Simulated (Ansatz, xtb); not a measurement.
**C5H9FSSi: which of two isomers lies lower**

We compare X, `C/C=C(\[SiH2]F)C(C)=S`, a singlet, with Y, `F[SiH2]C1=CCCCS1`, a singlet. Both are isolated molecules in the gas phase, relaxed with B3LYP-D3(BJ)/def2-SVP; the shapes shown needn't be the lowest conformers.

X (Å):

```xyz
17

C     0.3357   -3.1097    1.3788
C     1.5629   -2.3443    1.0177
C     1.7047   -1.0378    0.6775
C     3.0642   -0.5175    0.3599
C     3.2626    0.9666    0.5536
F    -1.1591   -0.5378    0.7324
S     4.3021   -1.4542   -0.1806
Si    0.2914    0.2053    0.5896
H     0.4562   -3.5547    2.3824
H    -0.5848   -2.5180    1.3537
H     0.2266   -3.9650    0.6879
H     2.4950   -2.9269    1.0268
H     0.2922    0.8903   -0.7303
H     0.3659    1.2114    1.6819
H     2.5708    1.5427   -0.0886
H     4.2878    1.2629    0.3036
H     3.0440    1.2519    1.5973
```

Y (Å):

```yaml
atoms:
  - { symbol: C, position_ang: [0.7197, -1.7287, 0.5009] }
  - { symbol: C, position_ang: [-0.1042, -1.4236, -0.5234] }
  - { symbol: C, position_ang: [-0.3326, -0.0565, -1.1094] }
  - { symbol: C, position_ang: [0.1901, 1.0969, -0.2478] }
  - { symbol: C, position_ang: [1.6256, 0.8675, 0.2195] }
  - { symbol: F, position_ang: [-0.2522, -4.3693, 0.2945] }
  - { symbol: S, position_ang: [1.7504, -0.5639, 1.3557] }
  - { symbol: Si, position_ang: [0.8879, -3.4978, 1.0755] }
  - { symbol: H, position_ang: [0.6520, -3.6168, 2.5387] }
  - { symbol: H, position_ang: [2.2153, -4.0673, 0.7243] }
  - { symbol: H, position_ang: [-0.6644, -2.2465, -0.9808] }
  - { symbol: H, position_ang: [0.1328, -0.0184, -2.1135] }
  - { symbol: H, position_ang: [-1.4131, 0.0774, -1.2907] }
  - { symbol: H, position_ang: [0.1410, 2.0375, -0.8214] }
  - { symbol: H, position_ang: [-0.4547, 1.2265, 0.6367] }
  - { symbol: H, position_ang: [2.2995, 0.6978, -0.6356] }
  - { symbol: H, position_ang: [2.0098, 1.7248, 0.7913] }
```

Quicker runs give these differences E(Y) − E(X): GFN2-xTB −15.1 kcal/mol; HF/STO-3G −51.5 kcal/mol (at GFN2-xTB geometries); r2SCAN-D4/def2-SVP −15.9 kcal/mol (at GFN2-xTB geometries).

Q: Estimate E(Y) − E(X) at the level CCSD(T)/def2-SVP + ΔMP2/def2-TZVPP.

A: Calculated at CCSD(T)/def2-SVP + ΔMP2/def2-TZVPP: E(Y) − E(X) = −16.0 kcal/mol, so structure Y lies lower.

Level by level:

```json
{"level": "GFN2-xTB", "geometry": "GFN2-xTB", "E(Y) − E(X) (kcal/mol)": "−15.1", "departure from the last row (kcal/mol)": "+0.9", "job, with rough time for the two": "optimisation, 0.38 s"}
{"level": "HF/STO-3G", "geometry": "GFN2-xTB", "E(Y) − E(X) (kcal/mol)": "−51.5", "departure from the last row (kcal/mol)": "−35.4", "job, with rough time for the two": "single point, 0.56 s"}
{"level": "r2SCAN-D4/def2-SVP", "geometry": "GFN2-xTB", "E(Y) − E(X) (kcal/mol)": "−15.9", "departure from the last row (kcal/mol)": "+0.1", "job, with rough time for the two": "single point, 4.8 s"}
{"level": "B3LYP-D3(BJ)/def2-SVP", "geometry": "B3LYP-D3(BJ)/def2-SVP", "E(Y) − E(X) (kcal/mol)": "−13.2", "departure from the last row (kcal/mol)": "+2.8", "job, with rough time for the two": "optimisation, 97 s"}
{"level": "HF/def2-SVP", "geometry": "B3LYP-D3(BJ)/def2-SVP", "E(Y) − E(X) (kcal/mol)": "−15.1", "departure from the last row (kcal/mol)": "+1.0", "job, with rough time for the two": "part of the CCSD(T) run"}
{"level": "MP2/def2-SVP", "geometry": "B3LYP-D3(BJ)/def2-SVP", "E(Y) − E(X) (kcal/mol)": "−15.4", "departure from the last row (kcal/mol)": "+0.6", "job, with rough time for the two": "part of the CCSD(T) run"}
{"level": "CCSD(T)/def2-SVP", "geometry": "B3LYP-D3(BJ)/def2-SVP", "E(Y) − E(X) (kcal/mol)": "−13.9", "departure from the last row (kcal/mol)": "+2.2", "job, with rough time for the two": "single point"}
{"level": "CCSD(T)/def2-SVP + ΔMP2/def2-TZVPP", "geometry": "B3LYP-D3(BJ)/def2-SVP", "E(Y) − E(X) (kcal/mol)": "−16.0", "departure from the last row (kcal/mol)": "", "job, with rough time for the two": "single point, 2.6 min"}
```

As drawn, Y has 2 C–S in place of 1 C=S. Structure X has no ring, Y a 6-membered ring.

None of the levels shown reverses the order. The largest departure from CCSD(T)/def2-SVP + ΔMP2/def2-TZVPP is that of HF/STO-3G, 35.4 kcal/mol. The last row adds to CCSD(T) the change of the MP2 difference between the two basis sets, here −2.2 kcal/mol.

With thermal terms from frequencies at re-optimised GFN2-xTB minima (ideal gas, soft modes damped towards free rotors, one conformer each, 298.15 K, 1 atm): the zero-point term adds +2.0 kcal/mol; ΔH is −15.1 and ΔG −12.8 kcal/mol.

The correlated steps freeze 16 core orbitals. Programs: Ansatz 0.2.0, xtb 6.7.1; the last row on 4 threads of Arm Neoverse V1 on a shared host.
